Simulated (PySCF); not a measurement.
**C₄H₅P₃S**

Geometry:
```csv
atom,x (Å),y (Å),z (Å)
C1,-2.485,0.231,0.413
S2,-1.041,0.723,1.392
C3,0.203,0.275,0.215
P4,0.487,0.918,-1.504
C5,1.532,0.922,0.079
P6,2.984,-0.228,0.181
C7,2.098,-1.485,-0.493
P8,0.347,-1.206,-0.890
H9,-3.366,0.479,0.995
H10,-2.478,0.785,-0.525
H11,-2.441,-0.840,0.225
H12,1.649,1.898,0.549
H13,2.508,-2.470,-0.653
```

Level of theory: GIAO X3LYP/6-31++G** magnetisability, rotational g tensor and spin-rotation constants, non-relativistic, gas phase in PySCF. Geometry: GFN2-xTB.

The bonding changed while the geometry was optimised; results refer to the coordinates, not to the name.

**Question.** Give the nuclear spin-rotation constants along the inertial axes (H = +C I·J) beside the isotropic shieldings.

**Answer.** Rotational constants 1.9263, 0.8328, 0.7803 GHz. A star marks the isotopologue with that one atom substituted, in its own axes.
```csv
atom,isotope,Caa (kHz),Cbb (kHz),Ccc (kHz),mean (kHz),σ (ppm)
P4,31P,3.325,1.177,1.371,1.958,298.9
P6,31P,5.346,1.573,1.867,2.928,7.0
P8,31P,2.385,1.170,1.229,1.595,390.6
H9,1H,0.044,-0.082,-0.088,-0.042,29.6
H10,1H,-0.173,-0.062,-0.016,-0.084,29.5
H11,1H,-0.151,-0.062,-0.025,-0.079,29.5
H12,1H,-0.190,-0.018,-0.041,-0.083,28.7
H13,1H,0.030,-0.059,-0.006,-0.012,22.5
C1,13C*,0.271,0.106,0.118,0.165,169.2
S2,33S*,0.319,0.240,0.209,0.256,532.9
C3,13C*,0.457,0.239,0.211,0.302,87.6
C5,13C*,0.449,0.166,0.162,0.259,121.5
```
For the geometry as given, no vibrational averaging.
